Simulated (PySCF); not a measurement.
Electronic structure of Co (cobalt, neutral) at the BP86 level

Configuration: [Ar] 3d6 4s2 4p1, one real determinant (an excited configuration). Calculation: PySCF 2.14, in aug-cc-pwCVTZ-DK with one added diffuse shell each of s, p, d, f, g type (11s10p8d5f4g, 152 functions); the spin-free X2C one-electron Hamiltonian (Gaussian nucleus).

```json
{
 "Total energy": "-1393.203 hartree",
 "One-electron energy": "-1919.448 hartree",
 "Hartree (Coulomb) energy": "586.131 hartree",
 "Exchange-correlation energy": "-59.886 hartree",
 "⟨S²⟩": "8.7571",
 "⟨L²⟩": "8.025",
 "Sum of ⟨r⟩": "22.97 bohr",
 "Sum of ⟨r²⟩": "44.42 bohr²",
 "Traceless quadrupole moment −½Σ⟨3z² − r²⟩ along its main axis": "-5.45 e·bohr²",
 "Langevin diamagnetic susceptibility": "-35.2 ×10⁻⁶ cm³/mol",
 "Time after the integrals": "roughly 6 core-seconds"
}
```

```tsv
shell	electrons	mean orbital energy (hartree)	spread (hartree)	rms radius, mean of both spins (bohr)
1s α	1	-279.16432	0	0.0649
1s β	1	-279.16352	0	0.0649
2s α	1	-33.36626	0	0.277
2s β	1	-33.28402	0	0.277
2p α	3	-28.61442	0.03607	0.249
2p β	3	-28.55177	0.01806	0.249
3s α	1	-4.11428	0	0.826
3s β	1	-3.93869	0	0.826
3p α	3	-2.75599	0.06394	0.877
3p β	3	-2.58444	0.01255	0.877
3d α	5	-0.61551	0.07284	1.11
3d β	1	-0.48364	0	1.11
4s α	1	-0.30481	0	2.85
4s β	1	-0.25660	0	2.85
4p α	1	-0.11778	0	3.79
```

⟨L²⟩ = 8.03 against 12 for a pure F term, so this real determinant mixes terms.

Densities and radii are taken from the X2C orbitals without a picture-change correction, which distorts them close to the nucleus.
